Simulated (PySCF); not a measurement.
C6H17NSi, SMILES C(C)(C)N([SiH3])C(C)C.

The structure is a stationary point at B3LYP-D3(BJ)/def2-SVP. The isomer is the one that the SMILES or the coordinates give; other isomers of the formula were not compared. The values are those of a single conformer.

All values below come from TDA-PBE0/def2-SVP (PySCF).

Vertical excitations. 

### Question
Estimate the UV-visible absorptions. (The exact figures need the calculation; the answer reports its results.)

### Answer

```
state  energy (eV)  λ (nm)      f                                            main pairs
-----  -----------  ------  -----  ----------------------------------------------------
S1            5.72     217  0.007                                        HOMO→LUMO 98 %
S2            6.59     188  0.001                    HOMO→LUMO+1 85 %, HOMO→LUMO+2 13 %
S3            7.02     177  0.011                    HOMO→LUMO+2 83 %, HOMO→LUMO+1 14 %
S4            7.34     169  0.037                                      HOMO→LUMO+3 96 %
S5            7.63     162  0.056                                      HOMO→LUMO+4 90 %
S6            7.83     158  0.009  HOMO→LUMO+5 49 %, HOMO→LUMO+6 35 %, HOMO→LUMO+7 10 %
T1            5.48     226      0                                        HOMO→LUMO 94 %
T2            6.42     193      0                    HOMO→LUMO+1 77 %, HOMO→LUMO+2 20 %
```
Triplets are in the Tamm–Dancoff approximation.
